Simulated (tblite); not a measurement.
Method: GFN2-xTB as coded in tblite; computed harmonic values from a numerical Hessian at the method's own geometry, unscaled. Against measured fundamentals such values can be off by several per cent, at times by over 20. Modes of hydrogen on phosphorus and silicon can be 10 to 20 % off. One conformer each. Open shells enter through the occupations alone, without spin polarisation, and single modes of such species can be off by tens of per cent. Thermal functions are those of the rigid rotor and harmonic oscillator, without mixing of conformers.

Question: Order these by their zero-point energy, highest first (kcal/mol).
A. `C=C[C@H](Cl)[CH][SiH3]` [radical]
B. `C[C](C)CCNC=O` [radical]
C. `C(#N)C1[C@H]2[C@H](F)[CH][C@H]2C=1` [radical]
D. `O=[P@@H]1[C@@H]([SiH3])[C@H]1C=C`
E. `CC=C=CF`

Answer: B (106.0), D (70.4), A (61.1), C (59.9), E (46.9).

```tsv
SMILES	atoms	mass (u)	symmetry number	modes under 300 cm⁻¹	ZPE (kcal/mol)	S translation (cal/(mol K))	S rotation	S vibration	S spin	S	Cp
C[C](C)CCNC=O	20	114.09	1	8	106.0	40.1	28.8	36.2	1.4	106.5	37.7
C=C[C@@H]1[C@H]([SiH3])[P@H]1=O	16	132.02	1	6	70.4	40.6	29.2	24.9	0.0	94.6	36.8
C=C[C@H](Cl)[CH][SiH3]	14	119.01	1	6	61.1	40.3	28.8	26.3	1.4	96.8	33.5
N#CC1=C[C@@H]2[CH][C@@H](F)[C@H]12	14	122.04	1	5	59.9	40.3	28.8	19.1	1.4	89.6	31.3
CC=C=CF	10	72.04	1	3	46.9	38.8	25.6	11.6	0.0	75.9	21.3
```

Entropies and Cp are for 298.15 K and 1 bar.
